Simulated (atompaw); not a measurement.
**An all-electron radial function and its pseudo partner (palladium)**

Columns: radius, all-electron u(r) and pseudo u(r) of the 4d shell (level -27.33 eV) of palladium in the configuration [Ar] 3d10 4s2 4p6 4d8 5s0 5p0; PBE, scalar-relativistic, PAW (atompaw) scheme, atompaw 4.2.0.5.

| r (bohr) | all-electron | pseudo |
| --- | --- | --- |
| 0.069 | -0.1048 | 0.0013 |
| 0.138 | -0.3284 | 0.0103 |
| 0.208 | -0.4501 | 0.0339 |
| 0.277 | -0.4207 | 0.0762 |
| 0.346 | -0.2842 | 0.1391 |
| 0.415 | -0.0934 | 0.2217 |
| 0.485 | 0.1147 | 0.3216 |
| 0.554 | 0.3086 | 0.4296 |
| 0.623 | 0.4782 | 0.5395 |
| 0.692 | 0.6182 | 0.6436 |
| 0.762 | 0.7289 | 0.7361 |
| 0.831 | 0.8089 | 0.8094 |
| 0.900 | 0.8632 | 0.8624 |
| 0.969 | 0.8956 | 0.8952 |
| 1.038 | 0.9102 | 0.9102 |
| 1.108 | 0.9106 | 0.9106 |
| 1.177 | 0.8998 | 0.8998 |
| 1.246 | 0.8808 | 0.8808 |
| 1.315 | 0.8556 | 0.8556 |
| 1.385 | 0.8256 | 0.8256 |
| 1.454 | 0.7930 | 0.7930 |
| 1.523 | 0.7585 | 0.7585 |
| 1.592 | 0.7230 | 0.7230 |
| 1.662 | 0.6866 | 0.6866 |
| 1.731 | 0.6509 | 0.6509 |
| 1.800 | 0.6157 | 0.6157 |

Question: How many radial nodes do the two functions have?

Answer: The all-electron 4d function has n − l − 1 = 1; the pseudo-wave has 0, since the states of the same l below it are removed with the core.

Question: At about which radius was the pseudo-wave matched?

Answer: 1.15 bohr. The columns agree to 0.0005 from 0.97 bohr on; several derivatives are matched, so the curves merge somewhat inside the radius.

Question: Where does each function peak?

Answer: Outermost all-electron maximum near 1.11 bohr, pseudo maximum near 1.11 bohr (to the table’s step).

Question: Is the pseudo-wave norm-conserving?

Answer: No, it belongs to a PAW set: the norm inside the radius is not constrained, and the difference is carried by the augmentation charge.
